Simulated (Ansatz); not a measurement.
Geometry optimisation, Ansatz 0.2.0, UKS PBE0/def2-SVP.

Input:

```yaml
crystal:
  periodic: [false, false, false]
  atoms:
    - { symbol: W, position_ang: [-0.062984, -0.109116, 0.410115] }
    - { symbol: F, position_ang: [-0.227804, -0.198719, 2.272459] }
    - { symbol: H, position_ang: [1.470978, -0.564557, -0.19139] }
    - { symbol: H, position_ang: [-0.070607, 1.48839, -0.139838] }
    - { symbol: H, position_ang: [-1.428481, -0.771623, -0.374062] }
    - { symbol: H, position_ang: [-0.366127, -0.24325, -1.48909] }
    - { symbol: H, position_ang: [0.461676, -0.199922, -1.439909] }
    - { symbol: O, position_ang: [0.199458, 0.193711, 4.647083] }
    - { symbol: H, position_ang: [-0.49051, -0.396015, 4.281731] }
magnetization:
  spin_polarized: true
  initial_magnetization: 1
basis:
  gaussian: { orbitals: def2-SVP }
hamiltonian:
  xc: pbe0
relax:
  f_tol: 0.03
  max_steps: 50
output:
  orbitals: {}
```

Launched with:

```bash
$ ansatz run input.yaml --threads 2 --pin off --max-ram 3072MiB --backend cpu --events-out ev --progress --plain --runs-dir out
```

Where does it end, and by what steps?

The run converged. After 43 steps the energy has fallen by 3.593 eV; O8 moved furthest, 2.47 Å. Parted: H6–H7 (0.83 → 1.15 Å). Joined: W1–O8 (4.26 → 1.89 Å).

```csv
step,energy less start (eV),largest force component (eV/Å),accepted
0,0.0000,0.727,yes
2,-0.0586,0.943,yes
4,-0.0919,0.535,yes
6,-0.1349,0.164,yes
8,-0.1419,0.323,no
10,-0.1495,0.273,yes
12,-0.1563,0.680,yes
14,-0.1982,0.138,yes
16,-0.2449,0.427,yes
18,-0.3417,0.566,yes
20,-0.6827,1.228,yes
22,-2.2002,2.497,yes
24,-3.0567,0.984,yes
26,-3.3042,0.620,yes
28,-3.4848,0.353,yes
30,-3.5407,0.205,yes
32,-3.5586,0.096,yes
34,-3.5812,0.130,yes
36,-3.5898,0.118,yes
38,-3.5917,0.054,yes
40,-3.5925,0.030,yes
42,-3.5924,0.068,no
43,-3.5929,0.024,yes
```

```xyz
9
Properties=species:S:1:pos:R:3
W -0.193 -0.402 0.789
F -0.767 -1.678 2.104
H 0.948 -1.576 0.315
H -0.534 1.098 -0.177
H -1.762 -0.322 0.111
H 0.391 0.936 -0.321
H 1.191 0.122 -0.160
O 0.202 0.739 2.240
H 0.009 0.281 3.075
```

Whether the end is a true minimum wasn't checked by a vibrational analysis.

The run took 7.8 min on 2 threads of Arm Neoverse V1, on a shared host, peak memory 0.27 GiB.
